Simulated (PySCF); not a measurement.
F₂GaHSe, SMILES [SeH][Ga]([F])[F].

Geometry: B3LYP-D3(BJ)/def2-SVP. Other conformers were not sampled.

These are TDDFT-CAM-B3LYP/def2-SVPD (PySCF) values and carry that method's errors.

Vertical excitations. Isolated molecule, no solvent. State labels are in the subgroup Cs.

| state | symmetry | energy (eV) | λ (nm) | f | main pairs |
|---|---|---|---|---|---|
| S1 | A" | 4.78 | 260 | 0.023 | HOMO→LUMO 94 % |
| S2 | A" | 5.84 | 212 | 0.014 | HOMO→LUMO+2 92 % |
| S3 | A' | 6.08 | 204 | 0.005 | HOMO→LUMO+1 77 %, HOMO−1→LUMO 20 % |
| S4 | A' | 7.41 | 167 | 0.590 | HOMO−1→LUMO 70 %, HOMO→LUMO+1 14 % |
| S5 | A" | 7.56 | 164 | 0.002 | HOMO−1→LUMO+1 84 % |
| S6 | A" | 7.73 | 160 | 0.022 | HOMO→LUMO+7 28 %, HOMO→LUMO+3 27 %, HOMO→LUMO+4 14 %, HOMO→LUMO+5 13 % |
| S7 | A' | 7.87 | 157 | 0.008 | HOMO−2→LUMO 72 %, HOMO−1→LUMO+2 15 % |
| S8 | A" | 7.92 | 157 | 0.004 | HOMO→LUMO+3 61 %, HOMO→LUMO+4 19 %, HOMO→LUMO+7 13 % |
| S9 | A' | 8.02 | 155 | 0.093 | HOMO−1→LUMO+2 66 %, HOMO−2→LUMO 16 % |
| S10 | A" | 8.03 | 154 | 0.001 | HOMO−4→LUMO 88 % |
| T1 | A" | 4.35 | 285 | 0 | HOMO→LUMO 92 % |
| T2 | A" | 5.36 | 231 | 0 | HOMO→LUMO+2 89 % |
| T3 | A' | 5.44 | 228 | 0 | HOMO→LUMO+1 85 % |
| T4 | A' | 5.86 | 212 | 0 | HOMO−1→LUMO 79 %, HOMO→LUMO+1 13 % |
Triplets are in the Tamm–Dancoff approximation, which puts them higher than full response would, so one can lie above its singlet here.
